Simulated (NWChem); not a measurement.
Program: NWChem. System: BCl, charge 0, spin multiplicity 1, at a geometry optimised with PBE0/def2-SVP. The structure started from a generated list of species. Level: PBE/cc-pVDZ.

Job file:

```
start mol
memory heap 200 mb stack 900 mb global 1100 mb
geometry units angstroms nocenter noautoz
  B      0.000000     0.000000    -1.328511
  Cl     0.000000     0.000000     0.390739
  symmetry group C2v
end
basis spherical
  * library cc-pvdz
end
dft
  xc xpbe96 cpbe96
  semidirect memsize 60000000 filesize 0
  iterations 100
end
task dft energy
```

Output (cleaned and shortened):

```
             Northwest Computational Chemistry Package (NWChem) 7.3.0
             --------------------------------------------------------

                                NWChem Input Module
                                -------------------

 Scaling coordinates for geometry "geometry" by  1.889725989
 (inverse scale =  0.529177249)

 Turning off AUTOSYM since
 SYMMETRY directive was detected!

                             Geometry "geometry" -> ""
                             -------------------------

 Output coordinates in angstroms (scale by  1.889725989 to convert to a.u.)

  No.       Tag          Charge          X              Y              Z
 ---- ---------------- ---------- -------------- -------------- --------------
    1 B                    5.0000     0.00000000     0.00000000    -1.32851100
    2 Cl                  17.0000     0.00000000     0.00000000     0.39073900

 Effective nuclear repulsion energy (a.u.)      26.1626093733

            Nuclear Dipole moment (a.u.)
            ----------------------------
        X                 Y               Z
 ---------------- ---------------- ----------------
     0.0000000000     0.0000000000     0.0000151178

      Symmetry information
      --------------------

 Group name             C2v
 Group number             16
 Group order               4
 No. of unique centers     2

      Symmetry unique atoms

     1    2


 Summary of "ao basis" -> "" (spherical)
 ------------------------------------------------------------------------------
       Tag                 Description            Shells   Functions and Types
 ---------------- ------------------------------  ------  ---------------------
 *                          cc-pvdz                   on all atoms

  pbe96 is a nonlocal functional; adding pw91lda local functional.

                                 NWChem DFT Module
                                 -----------------

 Summary of "ao basis" -> "ao basis" (spherical)
 ------------------------------------------------------------------------------
       Tag                 Description            Shells   Functions and Types
[...]
  ----- ------------  ---------------      ----- ------------  ---------------
    22      0.592970  2 Cl px                25      0.417805  2 Cl px
     4      0.176648  1 B  px                 7      0.067600  1 B  px
    13     -0.040711  1 B  d  1              31      0.025745  2 Cl d  1

 Vector   11  Occ=2.000000D+00  E=-2.246716D-01  Symmetry=a1
              MO Center= -1.5D-16, -3.8D-17, -1.5D+00, r^2= 1.8D+00
   Bfn.  Coefficient  Atom+Function         Bfn.  Coefficient  Atom+Function
  ----- ------------  ---------------      ----- ------------  ---------------
     3      0.633960  1 B  s                  2      0.358275  1 B  s
     6     -0.332002  1 B  pz                24      0.268087  2 Cl pz
    27      0.224009  2 Cl pz                 9     -0.107246  1 B  pz
    18     -0.082653  2 Cl s                 17     -0.078989  2 Cl s
    12     -0.043663  1 B  d  0

 Vector   12  Occ=0.000000D+00  E=-1.005015D-01  Symmetry=b2
              MO Center= -5.5D-30, -1.3D-16, -1.1D+00, r^2= 2.1D+00
   Bfn.  Coefficient  Atom+Function         Bfn.  Coefficient  Atom+Function
  ----- ------------  ---------------      ----- ------------  ---------------
     5      0.639001  1 B  py                 8      0.519988  1 B  py
    26     -0.315056  2 Cl py                23     -0.250295  2 Cl py
    29     -0.086816  2 Cl d -1              11      0.041681  1 B  d -1

 Vector   13  Occ=0.000000D+00  E=-1.005015D-01  Symmetry=b1
              MO Center= -7.3D-18, -2.4D-30, -1.1D+00, r^2= 2.1D+00
   Bfn.  Coefficient  Atom+Function         Bfn.  Coefficient  Atom+Function
  ----- ------------  ---------------      ----- ------------  ---------------
     4      0.639001  1 B  px                 7      0.519988  1 B  px
    25     -0.315056  2 Cl px                22     -0.250295  2 Cl px
    31      0.086816  2 Cl d  1              13     -0.041681  1 B  d  1

 Vector   14  Occ=0.000000D+00  E= 7.489723D-02  Symmetry=a1
              MO Center= -1.6D-16, -1.6D-16, -7.4D-01, r^2= 3.8D+00
   Bfn.  Coefficient  Atom+Function         Bfn.  Coefficient  Atom+Function
  ----- ------------  ---------------      ----- ------------  ---------------
    18     -1.127814  2 Cl s                  9      1.121123  1 B  pz
     3      0.919557  1 B  s                 27      0.853573  2 Cl pz
     6      0.534952  1 B  pz                24      0.224130  2 Cl pz
     2      0.203165  1 B  s                 17     -0.192036  2 Cl s
    30      0.117839  2 Cl d  0              16      0.037327  2 Cl s

 center of mass
 --------------
 x =   0.00000000 y =   0.00000000 z =  -0.03955086

 moments of inertia (a.u.)
 ------------------
          88.382361476232           0.000000000000           0.000000000000
           0.000000000000          88.382361476232           0.000000000000
           0.000000000000           0.000000000000           0.000000000000

     Multipole analysis of the density
     ---------------------------------

     L   x y z        total         alpha         beta         nuclear
     -   - - -        -----         -----         ----         -------
     0   0 0 0     -0.000000    -11.000000    -11.000000     22.000000

     1   1 0 0     -0.000000     -0.000000     -0.000000      0.000000
     1   0 1 0     -0.000000     -0.000000     -0.000000      0.000000
     1   0 0 1      0.668856      0.334420      0.334420      0.000015

     2   2 0 0    -13.542762     -6.771381     -6.771381      0.000000
     2   1 1 0      0.000000      0.000000      0.000000      0.000000
     2   1 0 1      0.000000      0.000000      0.000000      0.000000
     2   0 2 0    -13.542762     -6.771381     -6.771381      0.000000
     2   0 1 1      0.000000      0.000000      0.000000      0.000000
     2   0 0 2    -16.713471    -28.747898    -28.747898     40.782325

 Task  times  cpu:        0.6s     wall:        0.6s

 Total times  cpu:        0.6s     wall:        0.6s
```
